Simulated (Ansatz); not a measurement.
Harmonic frequencies (cm⁻¹) at PBE0-D4/def2-TZVP from Ansatz: 153, 210, 214, 231, 243, 269, 323, 375, 393, 429, 601, 618, 629, 713, 762, 783, 1150, 1524, 1530, 3576, 3580, 3692, 3692, 3908.

Each molecule was computed in one conformer, which needn't be the lowest.

**Question.** Which molecule is it?
A. `[NH2][V]([NH2])(=[O])[OH]`
B. `[NH]=[V]([NH2])([OH])[OH]`
C. `C[N]=[V]([OH])([Cl])[Cl]`
D. `[CH3][V](=[O])([OH])[OH]`

**Answer.** A.
